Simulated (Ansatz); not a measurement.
Calculated with Ansatz (gas phase, PBE0-D4/def2-TZVP geometries, no zero-point term in ΔE). CCSD(T)/CBS is the MP2 limit (def2-TZVPP, def2-QZVPP) plus CCSD(T) − MP2 in def2-TZVPP, frozen cores. Functionals use def2-TZVPP. B3LYP here is the variant with VWN-RPA as its local correlation; programs differ in this. Each species was taken in one conformer, which may not be the lowest.

`F[SiH](F)O[SiH2]S` + `O=COC[SiH3]` → `O=COC[SiH2]S` + `F[SiH](F)O[SiH3]`  (redistribution)

```
         level  ΔE (kJ/mol)
       PBE0-D4          9.9
      B3LYP-D4          9.8
       ωB97X-V          8.8
       ωB97M-V          9.2
           PBE         10.8
        r2SCAN         10.1
MP2/def2-TZVPP          7.3
  HF/CBS(def2)          8.1
```

(1) What does CCSD(T)/CBS give? (An estimate is asked.)

Largest T1 diagnostic among the species: 0.015.

Results:

(1) The calculation gave: +8.0 kJ/mol. The listed levels differ from it by 1.9, 1.8, 0.8, 1.2, 2.8, 2.1, -0.7, 0.1 kJ/mol.
